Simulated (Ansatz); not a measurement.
C$_{2}$H$_{5}$F$_{2}$InO (`CC[O][In]([F])[F]`) at its PBE0-D4/def2-TZVP geometry, where that method's forces vanish. Total charge 0; spin multiplicity 1. In takes the def2 core potential.

```xyz
11

C    -0.3965    0.0076   -1.2877
C    -0.2461   -1.1029   -0.2737
O    -0.4246   -0.6700    1.0630
In    0.5299    0.8970    1.7409
F     1.9462    1.8014    0.7745
F     0.1674    1.6516    3.4752
H    -0.3062   -0.3776   -2.3066
H     0.3881    0.7644   -1.1608
H    -1.3736    0.4877   -1.1911
H    -1.0137   -1.8672   -0.4399
H     0.7291   -1.5920   -0.3940
```

Task: What forces (eV/Å) does r2SCAN-D4/def2-TZVPP give on these atoms in Ansatz 0.2.0? (Estimate.)

Result: The calculation gave: 
```
C1  -0.024  0.093 -0.085
C2   0.100 -0.127 -0.221
O3  -0.173 -0.087  0.245
In4  0.005  0.020 -0.036
F5   0.108  0.071 -0.065
F6  -0.020  0.048  0.109
H7  -0.002  0.007  0.009
H8  -0.008 -0.014  0.019
H9   0.017 -0.005  0.003
H10 -0.012  0.000  0.019
H11  0.008 -0.005  0.003
```
